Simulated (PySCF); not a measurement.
CHO2 (SMILES O=C[O-]), charge -1, singlet, geometry from GFN2-xTB; M062X/def2-SVP, TDA (PySCF).

The PySCF input:
```python
from pyscf import gto, scf, dft, tdscf

mol = gto.Mole()
mol.atom = '''
    O    -1.039992   -0.467751   -0.004050
    C    -0.071581    0.290264    0.001513
    O     1.138232    0.069379    0.001973
    H    -0.356441    1.445390    0.007536
'''
mol.basis = 'def2-svp'
mol.charge = -1
mol.spin = 0
mol.verbose = 4
mol.build()

mf = dft.RKS(mol)
mf.xc = 'm062x'
mf.kernel()
td = mf.TDA()
td.nstates = 5
td.kernel()
td.analyze()
```

The log (banner, timings and long lists left out):

```
PySCF version 2.14.0

[INPUT] verbose = 4
[INPUT] num. atoms = 4
[INPUT] num. electrons = 24
[INPUT] charge = -1
[INPUT] spin (= nelec alpha-beta = 2S) = 0
[INPUT] symmetry False subgroup None
[INPUT] Mole.unit = angstrom
[INPUT] Symbol           X                Y                Z      unit          X                Y                Z       unit  Magmom
[INPUT]  1 O     -1.039992000000  -0.467751000000  -0.004050000000 AA   -1.965300051739  -0.883921284491  -0.007653390804 Bohr   0.0
[INPUT]  2 C     -0.071581000000   0.290264000000   0.001513000000 AA   -0.135268485722   0.548519463821   0.002859155626 Bohr   0.0
[INPUT]  3 O      1.138232000000   0.069379000000   0.001973000000 AA    2.150946746216   0.131107308796   0.003728429644 Bohr   0.0
[INPUT]  4 H     -0.356441000000   1.445390000000   0.007536000000 AA   -0.673575869566   2.731391243185   0.014240976075 Bohr   0.0

nuclear repulsion = 63.2400552028817
number of shells = 21
number of NR pGTOs = 79
number of NR cGTOs = 47
basis = def2-svp
ecp = {}

******** <class 'pyscf.dft.rks.RKS'> ********
method = RKS
initial guess = minao
damping factor = 0
level_shift factor = 0
DIIS = <class 'pyscf.scf.diis.CDIIS'>
diis_start_cycle = 1
diis_space = 8
diis_damp = 0
SCF conv_tol = 1e-09
SCF conv_tol_grad = None
SCF max_cycles = 50
direct_scf = True
direct_scf_tol = 1e-13
XC library pyscf.dft.libxc version 7.1.2
    S. Lehtola, C. Steigemann, M. J. T. Oliveira, and M. A. L. Marques,  SoftwareX 7, 1–5 (2018)
XC functionals = m062x
    Y. Zhao and D. G. Truhlar,  Theor. Chem. Acc. 120, 215 (2008)
    Y. Zhao and D. G. Truhlar,  Theor. Chem. Acc. 120, 215 (2008)
radial grids:
    Treutler-Ahlrichs [JCP 102, 346 (1995); DOI:10.1063/1.469408] (M4) radial grids

becke partition: Becke, JCP 88, 2547 (1988); DOI:10.1063/1.454033
pruning grids: <function nwchem_prune>
grids dens level: 3
symmetrized grids: False
atomic radii adjust function: <function treutler_atomic_radii_adjust>
small_rho_cutoff = 0
Set gradient conv threshold to 3.16228e-05
Initial guess from minao.
tot grids = 52096
init E= -189.236060180387
  HOMO = -0.340460372344048  LUMO = -0.0127701511513512  gap/eV = 8.91691
cycle= 1 E= -188.771547231285  delta_E= 0.465  |g|= 0.994  |ddm|= 2.16
  HOMO = 0.0746935079279298  LUMO = 0.321425390454096  gap/eV = 6.71392
cycle= 2 E= -188.681983692175  delta_E= 0.0896  |g|= 1.25  |ddm|= 1.92
  HOMO = -0.0506879035482672  LUMO = 0.355975844376085  gap/eV = 11.06588
cycle= 3 E= -188.961275231995  delta_E= -0.279  |g|= 0.0455  |ddm|= 1.08
  HOMO = -0.0645275959111364  LUMO = 0.34995334450501  gap/eV = 11.27860
cycle= 4 E= -188.961806766118  delta_E= -0.000532  |g|= 0.0203  |ddm|= 0.0604
  HOMO = -0.0624219281614629  LUMO = 0.352482444849677  gap/eV = 11.29012
cycle= 5 E= -188.961912159178  delta_E= -0.000105  |g|= 0.00403  |ddm|= 0.025
  HOMO = -0.0630018433241633  LUMO = 0.352724025040282  gap/eV = 11.31248
cycle= 6 E= -188.961917164063  delta_E= -5e-06  |g|= 0.000707  |ddm|= 0.00666
  HOMO = -0.0630876687975768  LUMO = 0.352675386313339  gap/eV = 11.31349
cycle= 7 E= -188.961917349872  delta_E= -1.86e-07  |g|= 0.000164  |ddm|= 0.00151
  HOMO = -0.0630868609737005  LUMO = 0.35267932099175  gap/eV = 11.31357
cycle= 8 E= -188.961917351463  delta_E= -1.59e-09  |g|= 0.00015  |ddm|= 0.00024
  HOMO = -0.0630856117341922  LUMO = 0.35268114450261  gap/eV = 11.31359
cycle= 9 E= -188.961917355677  delta_E= -4.21e-09  |g|= 1.2e-05  |ddm|= 0.000119
  HOMO = -0.0630842362525037  LUMO = 0.35268260123131  gap/eV = 11.31359
cycle= 10 E= -188.961917355715  delta_E= -3.82e-11  |g|= 1.7e-06  |ddm|= 2.07e-05
  HOMO = -0.0630841446363366  LUMO = 0.352682936293598  gap/eV = 11.31360
Extra cycle  E= -188.961917355716  delta_E= -8.24e-13  |g|= 1.19e-06  |ddm|= 5.52e-06
converged SCF energy = -188.961917355716

******** <class 'pyscf.tdscf.rks.TDA'> for <class 'pyscf.dft.rks.RKS'> ********
nstates = 5 singlet
deg_eia_thresh = 1.000e-03
wfnsym = None
conv_tol = 1e-05
eigh lindep = 1e-12
eigh level_shift = 0
eigh max_cycle = 100

Excitation energies (eV)
[6.31074542 6.46301565 8.16224533 8.22579191 8.28878261]

** Singlet excitation energies and oscillator strengths **
Excited State   1:      6.31075 eV    196.47 nm  f=0.0048
      12 -> 14       -0.70433
Excited State   2:      6.46302 eV    191.84 nm  f=0.0000
      10 -> 14        0.70470
Excited State   3:      8.16225 eV    151.90 nm  f=0.0028
      10 -> 13       -0.62735
      11 -> 14       -0.31352
Excited State   4:      8.22579 eV    150.73 nm  f=0.3482
      12 -> 13       -0.70069
Excited State   5:      8.28878 eV    149.58 nm  f=0.0000
      11 -> 13       -0.70451

** Transition electric dipole moments (AU) **
state          X           Y           Z        Dip. S.      Osc.
  1         0.0003      0.0009     -0.1761      0.0310      0.0048
  2         0.0000      0.0000     -0.0002      0.0000      0.0000
  3         0.1144      0.0309      0.0003      0.0140      0.0028
  4         0.3149     -1.2761     -0.0066      1.7276      0.3482
  5        -0.0002      0.0006      0.0000      0.0000      0.0000

** Transition velocity dipole moments (imaginary part, AU) **
state          X           Y           Z        Dip. S.      Osc.
  1         0.0000      0.0001     -0.0182      0.0003      0.0010
  2         0.0000      0.0000      0.0000      0.0000      0.0000
  3        -0.0551     -0.0129     -0.0001      0.0032      0.0071
  4         0.0781     -0.3172     -0.0017      0.1067      0.2353
  5        -0.0000      0.0002      0.0000      0.0000      0.0000

** Transition magnetic dipole moments (imaginary part, AU) **
state          X           Y           Z
  1         1.1244      0.2778      0.0031
  2         0.1184     -0.4751     -0.0025
  3        -0.0006     -0.0022      0.3972
  4        -0.0000      0.0000      0.0010
  5        -0.0302      0.1226      0.0005
```
